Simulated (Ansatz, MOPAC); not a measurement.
Dissociation curve of HCl (cation, charge +1), doublet. Each curve is given relative to its own lowest point near equilibrium.

```tsv
R / Å	A	B	C
0.99	63.5	63.6	50.2
1.05	37.0	37.1	31.1
1.12	17.3	17.4	16.1
1.18	7.4	7.4	8.0
1.25	1.6	1.6	2.6
1.28	0.4	0.5	1.3
1.32	0.0	0.0	0.3
1.35	0.3	0.3	0.0
1.41	2.2	2.1	0.6
1.48	5.9	5.9	2.7
1.52	8.6	8.5	4.4
1.66	19.6	19.5	13.1
1.81	32.3	32.1	25.1
2.01	48.5	48.2	41.7
2.15	58.6	58.2	52.0
2.35	71.1	70.6	63.7
2.61	83.9	83.3	73.8
2.89	93.8	93.1	80.2
3.22	100.8	100.4	84.1
3.52	104.5	104.2	85.6
3.94	126.7	106.3	86.3
4.62	126.7	107.0	86.7
5.32	127.0	107.1	86.9
```

Energies in kcal/mol.

**Question.** Match the curves with the methods AM1, unrestricted, heats of formation in MOPAC 23.2.5; CCSD(T) on ROHF/cc-pVTZ, frozen core run with Ansatz (a quantum-chemistry and plane-wave program); CCSDT(Q) on UHF/cc-pVTZ, frozen core (Ansatz).

**Answer.** A is ROCCSD(T); B is UCCSDT(Q); C is AM1.

The unrestricted determinant behind UCCSDT(Q) is spin-contaminated at 2.01 to 5.32 Å (<S²> up to 1.8, against 0.75 for a pure doublet). The T1 diagnostic of CCSD on the restricted reference of ROCCSD(T) exceeds 0.045 at 2.35 to 5.32 Å.
